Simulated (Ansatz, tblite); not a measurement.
Forces on Si(OEt)H3 (C₂H₈OSi) at its PBE0-D4/def2-SVP geometry. The state is a singlet with charge 0.

The xTB rows come from tblite. Another isomer (singlet) lies 0.37 eV lower at PBE0-D4/def2-TZVP; other spin states weren't run for this one.

GFN1-xTB (tblite), largest force 2.09 eV/Å:

```xyz
12
positions Å, forces eV/Å
C     0.250   -0.661   -0.036    0.492   -0.986    0.060
C    -0.454   -1.599   -0.988   -0.370   -0.486   -0.500
O    -0.350    0.611   -0.100    0.623    1.618    1.173
Si    0.131    1.906    0.826   -0.325    0.319   -0.171
H     1.325   -0.592   -0.297   -0.252   -0.018   -0.006
H     0.199   -1.060    0.996   -0.048    0.069   -0.240
H     0.002   -2.600   -0.958   -0.106    0.321    0.026
H    -1.517   -1.690   -0.722    0.314    0.055   -0.054
H    -0.392   -1.217   -2.018   -0.005   -0.080    0.313
H    -0.747    3.047    0.452    0.356   -0.651    0.082
H     1.564    2.252    0.560   -0.730   -0.241    0.085
H    -0.012    1.604    2.286    0.049    0.079   -0.768
```

GFN2-xTB (tblite), largest force 1.23 eV/Å:

```
C 0.248 0.082 0.250
C -0.340 -0.438 -0.457
O 0.537 0.780 0.780
Si -0.144 -0.156 -0.190
H -0.300 0.069 0.029
H -0.056 0.173 -0.256
H -0.145 0.395 0.019
H 0.385 0.056 -0.081
H -0.016 -0.113 0.381
H 0.244 -0.660 -0.025
H -0.482 -0.206 0.075
H 0.067 0.018 -0.525
```

PBE-D4/def2-TZVP (Ansatz), largest force 0.80 eV/Å:

```
C 0.435 -0.482 0.204
C -0.136 -0.099 -0.154
O -0.312 0.742 0.000
Si 0.008 -0.156 -0.052
H -0.001 0.010 -0.008
H -0.012 0.007 0.003
H -0.006 0.025 0.004
H 0.024 -0.017 -0.008
H 0.004 -0.026 0.016
H -0.044 0.006 -0.037
H 0.036 0.002 -0.002
H 0.004 -0.012 0.033
```
